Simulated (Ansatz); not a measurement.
(HGaSe)4 cubane (Ga4H4Se4), relaxed as a singlet with RKS PBE-D4/def2-SVP in Ansatz, starting from the GFN2-xTB geometry. Force threshold 0.03 eV/Å.

Start:

```xyz
12

Ga   -0.283   -1.656   -1.007
H    -0.508   -2.981   -1.809
Se   -0.929    0.526   -2.173
Ga   -1.710    0.927    0.229
H    -3.075    1.669    0.410
Se   -1.536   -1.427    1.210
Ga    0.751   -0.425    1.757
H     1.351   -0.769    3.160
Se    2.115   -1.144   -0.283
Ga    1.242    1.155   -0.979
H     2.232    2.079   -1.761
Se    0.351    2.047    1.245
```

Q: Estimate the energy that the relaxation releases and the steps that it takes.

A: 18.0 kJ/mol, in 5 steps; 17 s on 2 threads of AMD EPYC 7R13 on a shared host and a share (18 GiB) of an NVIDIA H100 80GB HBM3. No frequencies were taken in this run, so the end may be a saddle point.

Q: Does the start keep its bonding and symmetry?

A: By distances, no bond broke or formed. The bond that changes most is Se3–Ga4, from 2.56 to 2.51 Å (atoms count from 1). Point group Td at the start, Td at the end, both within 0.05 Å.

Q: Predict the relaxed structure.

A: 
```xyz
12

Ga   -0.287   -1.676   -1.019
H    -0.514   -3.002   -1.825
Se   -0.894    0.506   -2.090
Ga   -1.731    0.938    0.231
H    -3.100    1.680    0.414
Se   -1.478   -1.373    1.164
Ga    0.761   -0.431    1.779
H     1.362   -0.773    3.186
Se    2.034   -1.101   -0.272
Ga    1.257    1.169   -0.991
H     2.252    2.094   -1.775
Se    0.338    1.968    1.198
```
Bond lengths (bridged metal pairs left out): 12 × Ga–Se 2.50 to 2.51 Å; 4 × Ga–H 1.57 Å.
